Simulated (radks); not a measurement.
The numbers below are computed, except where a source is named.
Species: Eu+. Configuration: [Kr] 4d10 4f7 5s1.75 5p6 6s1 5d0.25 (fractional occupations, a model configuration).

Code: a radial shooting solver on a logarithmic mesh with Libxc functionals. Model: Dirac Kohn-Sham, PBEsol, spin-unpolarised, spherical densities, point nucleus; open shells are shared between the two j in proportion to 2j + 1.

Energy parts (hartree):
total: -10847.7666
kinetic: 11795.7782
electron-nucleus: -26609.7001
Hartree: 4205.3525
exchange-correlation: -239.1973

Orbitals (lengths in bohr, moments of r in powers of bohr; r(max) is where P^2 peaks):
orbital  occ.  eigenvalue (hartree)   r(max)      <r>
1s1/2       2             -1775.319  0.01420  0.02232
2s1/2       2             -291.6171  0.08074  0.09461
2p1/2       2             -276.6858  0.06108  0.07908
2p3/2       4             -252.8851  0.06681  0.08581
3s1/2       2             -64.36440   0.2292   0.2493
3p1/2       2             -57.91669   0.2163   0.2389
3p3/2       4             -53.06568   0.2284   0.2518
3d3/2       4             -41.90464   0.1817   0.2236
3d5/2       6             -40.84873   0.1852   0.2276
4s1/2       2             -12.97879   0.5278   0.5662
4p1/2       2             -10.48952   0.5328   0.5793
4p3/2       4              -9.41727   0.5589   0.6087
4d3/2       4              -5.31996   0.5686   0.6484
4d5/2       6              -5.12765   0.5771   0.6589
5s1/2    1.75              -1.89939    1.232    1.378
5p1/2       2              -1.22904    1.348    1.553
5p3/2       4              -1.08693    1.426    1.649
4f5/2       3              -0.37442   0.5898   0.9476
4f7/2       4              -0.35154   0.5950   0.9652
6s1/2       1              -0.32005    3.350    3.804
5d3/2     0.1              -0.28164    2.016    2.702
5d5/2    0.15              -0.27224    2.064    2.770

The highest occupied level is 5d5/2 at -7.408 eV. The density falls to 0.001 e/bohr^3 at r = 4.55 bohr. Summed over all electrons, <r^2> = 58.28 bohr^2, which gives a Langevin (diamagnetic) susceptibility term of -46.2 x 10^-6 cm^3/mol.
